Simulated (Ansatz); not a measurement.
The same path of CH3SbSi (6 atoms, charge 0, multiplicity 1) was run twice with different band settings. The coordinate that changes most is the height of Sb3 over the plane of its neighbours.

All numbers below come from RKS B3LYP-D4/def2-SVP (Ansatz).

Relaxed end points:

```xyz
6
Properties=species:S:1:pos:R:3
C -0.508 -0.979 -0.172
Si 0.287 -0.806 -1.675
Sb -0.334 1.019 0.710
H -1.071 -1.691 0.435
H 0.402 1.610 -0.757
H 1.225 0.846 1.458
```

```xyz
6
Properties=species:S:1:pos:R:3
C -0.748 -0.814 -0.147
Si -1.074 0.123 -1.538
Sb 1.160 -0.001 0.558
H -1.128 -1.652 0.441
H 1.238 1.038 -0.843
H 0.552 1.306 1.529
```

Common settings: spring 5.0 eV/Å²; optimiser quadratic models (default); start path IDPP; force threshold 0.03 eV/Å; iteration limit 60; end points relaxed.

| run | movable images | climbing image |
| --- | --- | --- |
| 1 | 5 | yes |
| 2 | 1 | no |

Task: What does each run give, and how far can it be trusted?

Result: Run 1: converged after 16 iterations, highest image 2.429 eV above the first end. Neighbouring images differ by up to 2.1 eV, so the band resolves the path poorly. A vibrational analysis at the climbing image gives 2 clearly imaginary modes (1065i, 74i cm⁻¹): a point of higher order, so a lower path passes nearby.
Run 2: converged after 22 iterations, highest image 0.251 eV above the first end. No image climbed, so the highest image needn't sit at the top of the path. A band with more images between the same ends climbed to 2.43 eV, so this one has probably stepped over the top. So few images can step over the top or miss a turn of the path.
